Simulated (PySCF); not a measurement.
Identify the compound

An unknown has the formula C$_{7}$H$_{10}$O$_{2}$Si. Its calculated NMR data are:

¹H NMR (600 MHz, computed): δ 6.67 (s, 1H), 5.91 (m, 1H), 5.48 (m, 1H), 5.38 (m, 1H), 4.28 (m, 2H), 2.77 (d, 2H), 1.73 (m, 2H).

¹³C{¹H} NMR (computed): δ 181.7, 146.7, 144.9, 123.4, 118.3, 48.7, 13.3.

PySCF calculation with σ from GIAO-PBE0/pcSseg-1 and structure optimised with GFN2-xTB; non-relativistic, no solvent, averaged over atoms made equivalent by symmetry, fast rotation or ring inversion, one conformer.

Shifts are taken against calculated references (same method and geometry level): ¹H (31.72 ppm), ¹³C (186.93 ppm) vs TMS.

**Question.** Which candidate is it?
A. C#C[Si@]1(C)C[C@@H](C(=O)O)C1
B. C=CCC1=COC(=O)[SiH2]C1
C. C=CO[SiH2]CC(=O)C#CC
D. C#C[C@@]1([SiH](O)O)C[C@@H]1C=C

**Answer.** B. 

- Rings plus π bonds: 4 (1 ring in the answer).
- 7 carbon signals for 7 carbons: no two carbons are equivalent.
- Carbon types of the structure: 2 × C, 2 × CH, 3 × CH2, leaving 2 H on heteroatoms.
- δC 181.7: carbonyl carbon.
- δC 146.7: alkene CH; as expected for a trigonal carbon in a double bond.
- δC 144.9: alkene carbon bearing oxygen; an sp2 carbon further deshielded by the attached heteroatom.
- δC 123.4: terminal =CH2 carbon; an sp2 carbon of a C=C bond.
- δC 118.3: β carbon of an enol-ether or enamine type C=C.

The others: C=CO[SiH2]CC(=O)C#CC would give 6 signals for carbon-bound and other non-exchanging H, not 7; C#C[C@@]1([SiH](O)O)C[C@@H]1C=C would give 8 signals for carbon-bound and other non-exchanging H, not 7; C#C[Si@]1(C)C[C@@H](C(=O)O)C1 would give 6 carbon signals, not 7.

Shifts are as computed. Against solution values, carbons near 30 ppm lie about +3 ppm off and those near 130 ppm about +5 ppm. Of 1211 compounds with measured shifts, 218 miss one by over three times the rms of a fit or turn the order of signals round; such compounds aren't used in these exercises. No couplings were computed; multiplicities are counted from neighbouring protons, with m where these are inequivalent, close in shift, in a saturated or five-membered ring or joined by F or P, and br s for small geminal =CH2 splittings.
